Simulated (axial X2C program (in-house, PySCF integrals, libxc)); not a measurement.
Testing model relations on InBr

A bond curve at the PBE0 level, with spin–orbit coupling, was computed with an axial X2C code built on PySCF integrals (basis In dyall-cv3z [11s12p9d4f1g], Br dyall-cv3z [8s9p6d4f1g] (cores contracted in-house)) for the state Ω = 0 (closed shell). Its fit gives Re = 2.5609 Å, ωe = 218.2 cm⁻¹, ωexe = 0.515 cm⁻¹ and αe = 1.886e-04 cm⁻¹; the masses are 114.9039 and 78.9183 u. Two-component means X2C with spin–orbit coupling and atomic mean-field Coulomb and Gaunt terms.

Q: Find the reduced mass, Be and the force constant.

A: From the PBE0 values: μ = 46.7853 u. Be = 16.8576/(μ Re²) = 0.05494 cm⁻¹. k = 5.8918×10⁻⁷ μ ωe² = 1.31 mdyn/Å.

Q: The dipole moment p changes by 6.99 D/Å at Re. What harmonic infrared intensity follows?

A: I = 42.256 × (dp/dR)²/μ = 44 km/mol.

Q: Estimate the centrifugal constant by the Kratzer relation.

A: D = 4Be³/ωe² = 1.39e-08 cm⁻¹.

Q: Give B0, the J = 1←0 line in GHz and the most populated J at 300 K (kT = 208.5 cm⁻¹).

A: B0 = Be − αe/2 = 0.05485 cm⁻¹; 2B0 = 3.289 GHz; J(max) ≈ √(kT/2B0) − 1/2 = 43.1, so J = 43.

Q: Where do the fundamental and the first overtone lie?

A: ν(1←0) = ωe − 2ωexe = 217.2 cm⁻¹; ν(2←0) = 2ωe − 6ωexe = 433.3 cm⁻¹.

The state is one determinant whose occupation by symmetry is held fixed; it was picked as the lowest of a PBE0 search that is not exhaustive.
